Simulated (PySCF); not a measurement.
Cartesian coordinates in Å; atom numbers follow the order of the lines, from 1:
```xyz
18

C    -0.904    1.289    1.738
C    -1.236    0.703    0.563
C    -0.573   -0.435    0.000
C    -1.204   -1.127   -1.139
C     0.714   -0.960    0.511
C     1.489   -0.294   -0.585
F     1.735   -1.001   -1.668
C     1.865    1.009   -0.571
F     2.468    1.590   -1.538
F     1.664    1.765    0.460
H    -0.064    0.958    2.355
H    -1.491    2.127    2.124
H    -2.100    1.081    0.009
H    -1.883   -1.886   -0.697
H    -0.489   -1.678   -1.763
H    -1.825   -0.459   -1.751
H     0.820   -2.049    0.426
H     1.006   -0.624    1.513
```

Total charge +1.

Geometry: PBE0-D3(BJ)/def2-SVP; GIAO absolute shieldings from PySCF 2.14.0 with density-fitted response routines, gas phase, non-relativistic, averaged over equivalent atoms.

At PBE0/pcSseg-1 (210 basis functions, 70 s wall time on 1 thread of an Arm Neoverse N1, shared host):
| atoms | σ (ppm) |
| --- | --- |
| C3 | -14.9 |
| C1 | 5.6 |
| C8 | 18.1 |
| C2 | 41.8 |
| C6 | 70.8 |
| C5 | 146.0 |
| C4 | 149.6 |
| F9 | 219.8 |
| F10 | 246.7 |
| F7 | 344.0 |
| H12 | 23.06 |
| H11 | 23.64 |
| H13 | 23.64 |
| H17/H18 | 27.37 |
| H14/H15/H16 | 28.03 |

Task: Estimate the result of repeating the calculation with B3LYP/pcSseg-1.

Result: 
| atoms | σ at B3LYP/pcSseg-1 | change |
| --- | --- | --- |
| C3 | -21.3 | -6.4 |
| C1 | 1.2 | -4.4 |
| C8 | 11.4 | -6.7 |
| C2 | 35.8 | -6.0 |
| C6 | 63.3 | -7.5 |
| C5 | 140.5 | -5.5 |
| C4 | 144.4 | -5.2 |
| F9 | 217.2 | -2.6 |
| F10 | 243.5 | -3.2 |
| F7 | 338.4 | -5.6 |
| H12 | 23.33 | +0.27 |
| H11 | 23.88 | +0.24 |
| H13 | 23.86 | +0.22 |
| H17/H18 | 27.55 | +0.18 |
| H14/H15/H16 | 28.18 | +0.15 |

The largest change is at C6 (fully substituted alkene carbon). Cost: 210 basis functions, 55 s wall time on 1 thread of an Arm Neoverse N1, shared host. The order of the carbon signals is the same at both levels.
